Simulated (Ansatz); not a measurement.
Mulliken charges of C₂H₃BFN, SMILES `FB1C=NC1` from PBE/def2-TZVPP in Ansatz (PBE0-D4/def2-TZVP geometry).

```csv
atom,x (Å),y (Å),z (Å),charge (e)
F1,0.213,-1.007,1.918,-0.190
B2,-0.024,-0.305,0.836,0.241
C3,0.319,1.128,0.346,-0.071
N4,0.304,0.729,-0.881,-0.115
C5,-0.302,-0.641,-0.682,-0.150
H6,0.656,2.121,0.634,0.098
H7,0.257,-1.433,-1.186,0.088
H8,-1.332,-0.650,-1.040,0.098
```

Q: By hand: the dipole of these point charges (1 e Å = 4.8032 D).

A: Σ q r = (-0.102, 0.068, -0.128) e Å, of length 0.177 e Å = 0.85 D.

Q: How does the dipole of the full density compare? (Estimate.)

A: Computed: (-0.107, -0.001, 0.090) e Å, 0.67 D; the point charges give 1.27 times that, at 92° from its direction.

Point charges leave out the atoms' own dipoles, such as those of lone pairs, and Mulliken's split depends on the basis, so the two needn't agree.
